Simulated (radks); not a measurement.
Spin polarisation of the 6p1 shell in Pb+. Start: [Hg] 6p(up 0.5, down 0.5); electrons of 6p are moved from spin down to spin up, other shells keep equal spins. Calculated with a radial shooting solver on a logarithmic mesh with Libxc functionals: scalar-relativistic Kohn-Sham, BLYP, spin-polarised, spherical densities, finite nucleus; Fermi nuclear charge, rms radius of each element as measured or else 0.836 A^(1/3) + 0.57 fm.

| moment (Bohr magnetons) | E - E(0) (eV) | e(6p up) (eV) | e(6p down) (eV) | 6s down minus up (eV) |
|---|---|---|---|---|
| 0 | 0.000 | -9.860 | -9.860 | 0.000 |
| 0.25 | -0.009 | -9.927 | -9.788 | 0.126 |
| 0.5 | -0.035 | -9.990 | -9.715 | 0.252 |
| 0.75 | -0.077 | -10.047 | -9.639 | 0.375 |
| 1 | -0.137 | -10.101 | -9.561 | 0.495 |

At moment 1 the spin-polarisation energy is -0.137 eV and the 6p exchange splitting 0.540 eV, that is 0.540 eV per Bohr magneton; E = -I m^2/4 would give I = 0.546 eV.
